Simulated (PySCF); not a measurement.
Bond stretch in OH (cation, charge +1), triplet.

Levels of theory: UHF/6-31G (PySCF); ROKS-B3LYP = PySCF 2.14.0 with restricted open-shell B3LYP/6-31G; UKS-B3LYP = unrestricted B3LYP/6-31G (PySCF 2.14.0); UCCSD(T) = PySCF with CCSD(T) on UHF/6-31G, 1 core orbital frozen.

Energies relative to the lowest point of each curve near equilibrium, in kcal/mol:

| R / Å | UHF | ROKS-B3LYP | UKS-B3LYP |
|---|---|---|---|
| 0.78 | 44.8 | 52.6 | 52.8 |
| 0.83 | 24.2 | 30.5 | 30.6 |
| 0.88 | 11.4 | 16.0 | 16.1 |
| 1.06 | 0.6 | 0.0 | 0.0 |
| 1.10 | 2.1 | 0.6 | 0.6 |
| 1.13 | 3.7 | 1.6 | 1.5 |
| 1.21 | 9.2 | 5.7 | 5.5 |
| 1.69 | 42.3 | 40.6 | 38.2 |
| 1.85 | 49.2 | 50.6 | 46.5 |
| 2.06 | 56.0 | 61.6 | 54.8 |
| 2.54 | 64.6 | 78.2 | 65.8 |
| 3.11 | 67.7 | 87.1 | 70.5 |

Question: Estimate the UCCSD(T) values at these points.

Answer: 0.78: 51.2; 0.83: 29.3; 0.88: 15.1; 1.06: 0.0; 1.10: 0.7; 1.13: 1.8; 1.21: 5.9; 1.69: 40.0; 1.85: 49.9; 2.06: 61.2; 2.54: 79.7; 3.11: 90.5 (kcal/mol).

The unrestricted determinant behind UHF, UCCSD(T) is spin-contaminated at 1.39 to 4.19 Å (<S²> up to 3.0, against 2.00 for a pure triplet). At the longest distance ROKS-B3LYP, UKS-B3LYP leaves fractional charges on the fragments, a sign of delocalisation error or of the restricted form. The unrestricted determinant behind UKS-B3LYP is spin-contaminated at 1.69 to 4.19 Å (<S²> up to 2.5, against 2.00 for a pure triplet).
